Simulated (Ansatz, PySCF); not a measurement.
Gas-phase reaction in SMILES: [SiH3]O[SiH](Cl)Cl → [SiH2]O[SiH](Cl)Cl + H atom (the H-Si bond at the site shown breaks; other sites are not compared here)
Geometries: B3LYP-D3(BJ)/def2-TZVP minima from Ansatz (an electronic-structure program), one conformer each, not searched for the lowest. Frequencies are from Ansatz or PySCF.

Wanted: bond dissociation energy (enthalpy at 298 K, with B3LYP-D3(BJ) rigid-rotor harmonic-oscillator terms), in eV. Valence correlation only, unless marked. Open shells are spin-unrestricted. No spin-orbit coupling. Non-relativistic. CBS(X,Y): correlation extrapolated as X^-3; Hartree-Fock from the larger set.

```json
[
 {"level": "B97M-V/def2-TZVPD", "program": "Ansatz", "bond dissociation energy (eV)": "…"},
 {"level": "HSE06-D4/def2-TZVPD", "program": "Ansatz + dftd4", "bond dissociation energy (eV)": "…"},
 {"level": "LC-wPBE-D4/def2-TZVPD", "program": "Ansatz + dftd4", "bond dissociation energy (eV)": "3.85"},
 {"level": "B2GP-PLYP-D4/def2-TZVPD", "program": "Ansatz + dftd4", "bond dissociation energy (eV)": "3.95"},
 {"level": "CCSD(T)/CBS(cc-pV(T+d)Z,cc-pV(Q+d)Z)", "program": "Ansatz", "bond dissociation energy (eV)": "4.08"}
]
```

### Question
Fill in the missing entries.

### Answer

- B97M-V/def2-TZVPD, bond dissociation energy (eV): 3.97
- HSE06-D4/def2-TZVPD, bond dissociation energy (eV): 3.82
